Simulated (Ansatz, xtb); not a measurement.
## C2H5BrSn: where a starting geometry ends

The starting geometry of this gas-phase singlet was built from a drawn formula by distance geometry and a force field; its bonds are those of `C[C][SnH2][Br]`.

```xyz
9

C    -2.0949    0.3875   -0.7219
C    -1.0914    0.8085    0.3569
Br   -2.1300   -2.2727    2.4409
Sn   -0.2701   -0.9533    1.3289
H    -1.5705   -0.2685   -1.4716
H    -2.8864   -0.2092   -0.2686
H    -2.4640    1.2882   -1.1631
H     0.8425   -0.3927    2.5995
H     0.5848   -1.9604    0.1635
```

Task: Predict what it relaxes into with r2SCAN-D4/def2-SVP.

Result: It keeps its bonds, and is `C[C][SnH2][Br]`.

The energy falls by 0.47 eV over 13 steps:

| step | E − E(last) (eV) |
| --- | --- |
| 1 | 0.472 |
| 2 | 0.335 |
| 4 | 0.185 |
| 5 | 0.127 |
| 6 | 0.078 |
| 8 | 0.012 |
| 9 | 0.003 |
| 10 | 0.001 |
| 12 | 0.000 |
| 13 | 0.000 |

Final geometry (Å):

| atom | x (Å) | y (Å) | z (Å) |
| --- | --- | --- | --- |
| C | -2.1698 | 0.4949 | -0.5385 |
| C | -0.7816 | 0.5171 | -0.1880 |
| Br | -2.1254 | -2.3820 | 2.0502 |
| Sn | -0.1505 | -0.9960 | 1.2280 |
| H | -1.8324 | -0.2159 | -1.3694 |
| H | -2.9506 | -0.0438 | 0.0380 |
| H | -2.5589 | 1.3752 | -1.0835 |
| H | 0.5284 | -0.2264 | 2.5996 |
| H | 0.9608 | -2.0957 | 0.5281 |

From the same start GFN2-xTB ends elsewhere, differing in C2–Br3 (1.94 against 3.90 Å here).

No frequencies were run, so the end isn't proven a minimum. Atoms past krypton carry core potentials, without spin–orbit terms. Run with Ansatz 0.2.0, 34 s on 2 threads of Intel(R) Xeon(R) Platinum 8375C CPU @ 2.90GHz (Ice Lake) (shared host).
